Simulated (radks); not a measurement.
Values are calculated unless marked as measured or tabulated.
The nuclear charge of neutral technetium is varied continuously with 43 electrons held in [Kr] 4d5 5s2. Level of theory: scalar-relativistic Kohn-Sham, PBE, spin-polarised, spherical densities, finite nucleus; open shells are filled with parallel spins first (spin-orbit coupling, left out, can overturn this in heavy ions); Fermi nuclear charge, rms radius 4.4112 fm (a radial shooting solver on a logarithmic mesh with Libxc functionals). By the Hellmann-Feynman theorem dE/dZ = E(electron-nucleus)/Z, the electronic potential at the nucleus (averaged over a nucleus of fixed radius). The scalar-relativistic energy here is not variational (the density holds large components alone), so the two differ by a part that grows with Z.

Z	E (hartree)	E(electron-nucleus)/Z (hartree)	HOMO	e(HOMO) (eV)	<r> HOMO (bohr)
42.8	-4237.67486	-238.675	5s	-2.913	3.695
43	-4285.67833	-240.206	5s	-4.242	3.515
43.2	-4333.98984	-241.736	5s	-5.667	3.364
43.4	-4382.60916	-243.265	5s	-7.181	3.234
43.6	-4431.53615	-244.793	5s	-8.777	3.120
43.8	-4480.77070	-246.320	5s	-10.453	3.018
44	-4530.31276	-247.847	5s	-12.205	2.927

The central difference of E at Z = 43 is -240.787 hartree, to compare with the third column; the second derivative is -7.7 hartree.
